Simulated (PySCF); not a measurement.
# Small edits and their spectra

Starting compound: SMILES CCC1=C(CC=O)C[SiH2]1, C7H12OSi.

$^{1}$H NMR (400 MHz, computed): δ 9.59 (t, 1H), 4.85 (m, 2H), 3.41 (d, 2H), 2.30 (q, 2H), 1.75 (m, 2H), 1.16 (t, 3H). $^{13}$C{$^{1}$H} NMR (computed): δ 196.0 (CH), 159.8 (C), 150.5 (C), 53.2 (CH2), 28.9 (CH2), 18.7 (CH2), 18.6 (CH3).

- PBE0/pcSseg-1 with gauge-including orbitals
- GFN2-xTB geometry
- run in PySCF 2.14
- rapidly exchanging positions averaged, non-relativistic Hamiltonian, in vacuum, single conformer

Shifts are taken against calculated references (same method and geometry level): $^{1}$H (31.72 ppm), $^{13}$C (186.93 ppm) against TMS. Where no couplings were computed, multiplicities follow the n + 1 count of equivalent neighbours, and m marks all less simple cases (inequivalent or close neighbours, rings, F or P nearby). Shifts are as computed. Against solution values, carbons near 30 ppm lie about +3 ppm off and those near 130 ppm about +5 ppm. Of 1309 compounds with measured shifts, 239 miss one by over three times the rms of a fit or turn the order of signals round; such compounds aren't used in these exercises.

Task: What are the spectra after this edit: C replaced by Si, giving `CCC1=C(CC=O)[SiH2][SiH2]1`?

Result: $^{1}$H NMR (400 MHz, computed): δ 9.87 (t, 1H), 4.78 (m, 2H), 4.71 (m, 2H), 3.43 (d, 2H), 2.58 (q, 2H), 1.18 (t, 3H). $^{13}$C{$^{1}$H} NMR (computed): δ 197.7 (CH), 189.9 (C), 156.9 (C), 54.3 (CH2), 28.7 (CH2), 16.1 (CH3).

Task: What are the spectra after this edit: C replaced by Si, giving `CCC1=C([SiH2]C=O)C[SiH2]1`?

Result: $^{1}$H NMR (400 MHz, computed): δ 12.64 (t, 1H), 5.20 (m, 2H), 4.43 (d, 2H), 2.15 (q, 2H), 1.84 (m, 2H), 1.10 (t, 3H). $^{13}$C{$^{1}$H} NMR (computed): δ 245.8 (CH), 182.4 (C), 157.7 (C), 35.3 (CH2), 19.0 (CH2), 17.8 (CH3).
